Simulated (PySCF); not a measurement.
C2H6N, SMILES CC[NH], multiplicity 2. Geometry: PBE-D3(BJ)/def2-TZVP. The isomer is the one that the SMILES or the coordinates give; other isomers of the formula were not compared. Other conformers were not sampled.

**Question.** Give the equilibrium geometry at PBE-D3(BJ)/def2-TZVP (PySCF confirms it by a frequency run) as Cartesian coordinates in Å, and its point group. (The exact figures need the calculation; the answer reports its results.)

**Answer.** Several could match; the one computed here: point group Cs.
```xyz
9

C      0.2005    -1.2176     0.0000
C     -0.4933     0.1384     0.0000
N      0.4406     1.2291     0.0000
H     -0.5313    -2.0382     0.0000
H      0.8392    -1.3212    -0.8881
H      0.8392    -1.3212     0.8881
H     -1.1777     0.2257     0.8746
H     -1.1777     0.2257    -0.8746
H     -0.1190     2.1003     0.0000
```
Charge 0, spin multiplicity 2.
